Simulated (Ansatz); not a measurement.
Geometry optimisation, Ansatz 0.2.0, RKS PBE/def2-SVP.

The input (input.yaml):

```yaml
crystal:
  periodic: [false, false, false]
  atoms:
    - { symbol: O, position_ang: [-1.5761, 0.7454, -0.7803] }
    - { symbol: B, position_ang: [-0.2073, 0.4544, -0.8242] }
    - { symbol: Ge, position_ang: [0.6522, -0.3269, 0.7955] }
    - { symbol: H, position_ang: [-2.0066, -0.0234, -1.101] }
    - { symbol: H, position_ang: [-1.55817, 1.73078, -0.68647] }
    - { symbol: H, position_ang: [-0.3614, -0.461, 1.9421] }
    - { symbol: H, position_ang: [1.2959, -1.7183, 0.4619] }
    - { symbol: H, position_ang: [1.8652, 0.6271, 1.27] }
basis:
  gaussian: { orbitals: def2-SVP }
hamiltonian:
  xc: pbe
relax:
  f_tol: 0.02
  max_steps: 50
output:
  orbitals: {}
```

Launched with:

```bash
$ ansatz run input.yaml --threads 2 --pin off --max-ram 3072MiB --backend cpu --events-out ev --progress --plain --runs-dir out
```

**Question.** Where does it end, and by what steps?

**Answer.** The forces met the threshold. After 19 steps the energy has fallen by 2.236 eV; H4 moved furthest, 1.37 Å.

```csv
step,energy less start (eV),largest force component (eV/Å),accepted
0,0.0000,4.308,yes
1,-0.8422,2.002,yes
2,-1.2126,2.175,yes
3,-1.5152,2.470,yes
4,-1.8000,1.594,yes
5,-1.9837,0.921,yes
6,-2.1185,0.497,yes
7,-2.1481,0.517,yes
8,-2.1744,0.757,yes
9,-2.1807,0.415,yes
10,-2.1999,0.441,yes
11,-2.2176,0.362,yes
12,-2.2280,0.257,yes
13,-2.2291,0.281,yes
14,-2.2327,0.151,yes
15,-2.2349,0.086,yes
16,-2.2352,0.089,yes
17,-2.2356,0.081,yes
18,-2.2361,0.033,yes
19,-2.2362,0.015,yes
```

```xyz
8
Properties=species:S:1:pos:R:3
O -1.320 0.774 -0.698
B 0.117 0.851 -1.088
Ge 0.758 -0.278 0.596
H -1.655 0.261 0.187
H -1.998 1.203 -1.257
H -0.770 -0.480 1.212
H 1.362 -1.706 0.410
H 1.608 0.403 1.715
```

Whether the end is a true minimum wasn't checked by a vibrational analysis.

Time of the run: 18 s on 2 threads of Intel(R) Xeon(R) Platinum 8488C (Sapphire Rapids), with other jobs on the host, peak memory 0.14 GiB.
